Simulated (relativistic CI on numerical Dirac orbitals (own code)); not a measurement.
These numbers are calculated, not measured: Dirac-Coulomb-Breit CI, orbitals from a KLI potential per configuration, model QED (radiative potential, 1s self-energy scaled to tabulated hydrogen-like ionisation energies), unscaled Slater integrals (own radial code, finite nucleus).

The strongest absorption lines from the ground level of an ion, among the configurations computed and to levels below about 7720 eV (vacuum wavelength in nm, gf): 0.16125 (0.25), 0.20846 (0.38), 0.20909 (0.18), 0.20939 (0.17), 0.21191 (1), 0.21345 (0.54), 1.9777 (0.22), 1.9786 (0.13).

Question: Which ion is it?
A. Nd55+
B. Ba49+
C. Te47+
D. Ba51+

Answer: D. Ba51+ has 5 electrons and the ground level 2s²2p ²P°1/2; the strongest line goes to 2s²3d ²D3/2. The pattern of lines fixes the number of electrons, and along that sequence the line energies rise steadily with the charge (about as its square where n changes within one kind of shell, about linearly where n is kept but much faster in heavy ions where fine structure, which grows about as Z⁴, sets the gap, and irregularly where shells cross), which fixes Z. Configurations outside the model, such as inner-shell arrays, can give stronger lines. At this charge energies of transitions that change n are usually good to better than 1 %, and those within a shell (Δn = 0) to a few per cent.

LS names give the leading component of a level, which can be under half, so a name can repeat, a term be missing and a line seem to break the LS rules.
